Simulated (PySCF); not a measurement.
## Pd³⁺ (palladium, charge +3) across methods

[Kr] 4d7, high-spin 4F determinant. Calculation: PySCF 2.14, in x2c-QZVPPall (13s8p7d4f2g, 118 functions); scalar relativity by spin-free X2C-1e.

| method | E (hartree) | mean ε 4p β (eV) | mean ε 4d α (eV) | mean ε 4d β (eV) | Σ⟨r²⟩ (bohr²) | ⟨S²⟩ |
| --- | --- | --- | --- | --- | --- | --- |
| PBE0 | -5042.77 | -93.313 | -44.914 | -42.753 | 26.12 | 3.751 |
| UHF | -5040.78806 | -102.20 | -50.569 | -47.838 | 26.04 | 3.754 |
| r2SCAN | -5043.10 | -90.886 | -43.180 | -40.950 | 26.09 | 3.752 |
| LDA | -5037.69 | -90.161 | -42.819 | -40.763 | 26.27 | 3.750 |

(1) Estimate the same row for PBE.

## Answers

(1) E (hartree) = -5042.67; mean ε 4p β (eV) = -89.863; mean ε 4d α (eV) = -42.681; mean ε 4d β (eV) = -40.683; Σ⟨r²⟩ (bohr²) = 26.22; ⟨S²⟩ = 3.751.
